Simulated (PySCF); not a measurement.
**Computed properties of C₂H₁₂OSi₃, SMILES [C@@H](O[SiH2][SiH3])([SiH3])C**

C2H12OSi3, SMILES C[C@@H]([SiH3])O[SiH2][SiH3]. Geometry optimised at B3LYP-D3(BJ)/def2-SVP. The structure was generated by enumeration; whether it is a known compound was not checked. The values are those of a single conformer. All values are computed for the isolated molecule unless a solvent is named; none is compared with measurement here.

**Structure.** All 48 harmonic modes at B3LYP-D3(BJ)/def2-SVP (PySCF) are real, so it is a minimum. With heavy atoms numbered as in [CH3:1][C@@H:2]([SiH3:3])[O:4][SiH2:5][SiH3:6], the shortest bond between them is C2–O4 at 1.430 Å and the longest Si5–Si6 at 2.360 Å.

**Vibrations.** The strongest infrared lines (harmonic, unscaled, degenerate partners summed) lie at 831 cm⁻¹ (559 km/mol, H 85 %, Si 13 %), 922 cm⁻¹ (294 km/mol, H 88 %, Si 8 %), 1140 cm⁻¹ (136 km/mol, C 43 %, H 29 %, O 27 %). The softest mode is at 35 cm⁻¹ and the zero-point energy is 79.5 kcal/mol.

**Electronic structure.** M06-2X/def2-TZVP (PySCF) places the frontier levels at -8.90 and 0.47 eV, a gap of 9.37 eV, and gives a dipole moment of 1.07 D. PBE/def2-TZVP (PySCF) at the same geometry gives -6.51 and -1.25 eV, so its gap is 4.11 eV narrower. An orbital gap is neither the optical nor the fundamental gap.

**Excitations.** TDA-ωB97X/def2-SVPD (PySCF) has S1 at 6.59 eV (188 nm, f = 0.021, weak); the most intense of the 6 singlets computed lies at 7.39 eV (f = 0.03). T1 (TDA) is at 5.85 eV, 0.74 eV under S1. TDA-PBE/def2-SVPD (PySCF) puts S1 at 5.54 eV. No vertical singlet excitation falls in the visible range (under 3.1 eV).

**NMR.** GIAO shifts at PBE0/pcSseg-1 (PySCF) (non-relativistic, atoms alike by connectivity averaged): ¹³C from 24.1 to 66.8 ppm against TMS; ¹H from 1.7 to 5.6 ppm against TMS; ²⁹Si from -112.6 to -16.4 ppm against TMS.

**Solvation.** SMD-B3LYP/6-31G* (PySCF) gives 2.5 kcal/mol in water, -1.9 kcal/mol in acetonitrile, -2.0 kcal/mol in 1-octanol (1 M in both phases, gas-phase geometry).
